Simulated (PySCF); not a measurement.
Job file and geometry (Å, from PBE0-D3(BJ)/def2-SVP) of an NMR shielding run on `O=COc1ccc(B(F)F)s1`, C$_{5}$H$_{3}$BF$_{2}$O$_{2}$S, PySCF, GIAO PBE0/pcSseg-1 NMR shielding, non-relativistic, gas phase; density fitting, a coarse starting grid and PySCF grid level 2 are the driver's defaults:

```
$ OMP_NUM_THREADS=1 python probes_run.py task.json out

{"job": {"kind": "nmr", "xc": "PBE0", "basis": "pcSseg-1"}, "charge": 0, "multiplicity": 1}
O     -2.225229     2.260219     0.727823
C     -2.868236     1.278926     0.515167
O     -2.360555     0.079366     0.178335
C     -1.023440    -0.116940     0.038907
C     -0.513910    -1.337894    -0.341410
C      0.892719    -1.301158    -0.425087
C      1.433094    -0.069275    -0.106656
B      2.916333     0.311100    -0.091474
F      3.326914     1.514914     0.267349
F      3.840751    -0.567001    -0.442650
S      0.197831     1.074624     0.300790
H     -3.970500     1.196146     0.559611
H     -1.146833    -2.200372    -0.547257
H      1.510317    -2.154087    -0.710915
```

Task: What does the program print?

Result: 
```
coarse grid: 14344 points
cycle   1  E = -964.5308182255  dE =  2.204e+00  |g| = 1.040e+00  |ddm| = 3.896e+00
cycle   2  E = -964.0811426818  dE =  4.497e-01  |g| = 1.869e+00  |ddm| = 1.769e+00
cycle   3  E = -964.7084589577  dE = -6.273e-01  |g| = 3.428e-01  |ddm| = 1.313e+00
cycle   4  E = -964.7288413175  dE = -2.038e-02  |g| = 8.569e-02  |ddm| = 2.641e-01
cycle   5  E = -964.7300112006  dE = -1.170e-03  |g| = 2.886e-02  |ddm| = 8.277e-02
cycle   6  E = -964.7301938397  dE = -1.826e-04  |g| = 9.780e-03  |ddm| = 3.572e-02
cycle   7  E = -964.7302160064  dE = -2.217e-05  |g| = 3.319e-03  |ddm| = 1.128e-02
cycle   8  E = -964.7302184499  dE = -2.444e-06  |g| = 8.792e-04  |ddm| = 3.237e-03
final grid: 140736 points
cycle   9  E = -964.8263403377  dE = -4.362e-05  |g| = 1.388e-02  |ddm| = 2.935e-02
cycle  10  E = -964.8262731493  dE =  6.719e-05  |g| = 2.253e-02  |ddm| = 2.664e-02
cycle  11  E = -964.8263758990  dE = -1.027e-04  |g| = 3.035e-03  |ddm| = 1.932e-02
cycle  12  E = -964.8263776851  dE = -1.786e-06  |g| = 5.253e-04  |ddm| = 2.350e-03
cycle  13  E = -964.8263777287  dE = -4.362e-08  |g| = 2.076e-04  |ddm| = 5.667e-04
cycle  14  E = -964.8263777373  dE = -8.558e-09  |g| = 7.069e-05  |ddm| = 2.241e-04
cycle  15  E = -964.8263777384  dE = -1.139e-09  |g| = 2.071e-05  |ddm| = 7.479e-05
cycle  16  E = -964.8263777386  dE = -1.071e-10  |g| = 4.479e-06  |ddm| = 2.426e-05
converged SCF energy = -964.8263777386

GIAO shielding tensors (ppm)
atom      isotropic    diamagn.    paramagn.     s11        s22        s33       span
  0 O     -120.883     403.444    -524.327   -417.760   -240.756    295.868    713.629
  1 C       25.894     243.491    -217.596    -81.744     72.630     86.797    168.541
  2 O       76.855     398.848    -321.993    -95.364    101.274    224.654    320.019
  3 C       17.730     264.645    -246.915    -64.445     24.501     93.133    157.578
  4 C       65.886     253.443    -187.557      6.790     45.705    145.162    138.372
  5 C       40.242     252.903    -212.661    -55.696     17.094    159.328    215.024
  6 C       60.106     265.521    -205.415    -16.533     54.863    141.990    158.523
  7 B       77.913     196.031    -118.119     67.562     79.778     86.398     18.836
  8 F      265.994     467.927    -201.934    116.733    311.984    369.264    252.531
  9 F      265.926     466.800    -200.873    112.160    313.439    372.180    260.020
 10 S      255.816    1058.549    -802.733    160.584    211.867    394.995    234.412
 11 H       23.250      24.026      -0.776     18.176     23.318     28.256     10.080
 12 H       24.207      30.944      -6.736     20.353     24.801     27.468      7.114
 13 H       23.428      31.117      -7.689     20.089     23.503     26.691      6.602
```

Task: Turn these shieldings into chemical shifts. Referencing at the same level of theory: 17O (334.56 ppm) against H2O; 13C (184.41 ppm) and 1H (31.27 ppm) vs TMS; 11B (100.73 ppm) vs BF3·OEt2; CFCl3 for 19F (177.25 ppm); CS2 for 33S (495.66 ppm).

Result: Averaging equivalent atoms: O 0: 455.4; O 2: 257.7; C 3: 166.7; C 1: 158.5; C 5: 144.2; C 6: 124.3; C 4: 118.5; B 7: 22.8; F 8/9: -88.7; S 10: 240; H 11: 8.02; H 13: 7.84; H 12: 7.06 ppm. Unscaled 19F shifts against computed CFCl3 carry errors that often reach 10 to 50 ppm. Unscaled 17O shifts of doubly bonded oxygen tend to come out too high, by tens of ppm or more. Experimental scales use liquid or dissolved standards, which lie at an offset from isolated H2O (liquid H2O: subtract about 36 ppm).

Size and cost of the density-fitted run: 209 basis functions, 59 s wall time on 1 thread of an Arm Neoverse N1, shared host; peak memory 1.1 GiB.
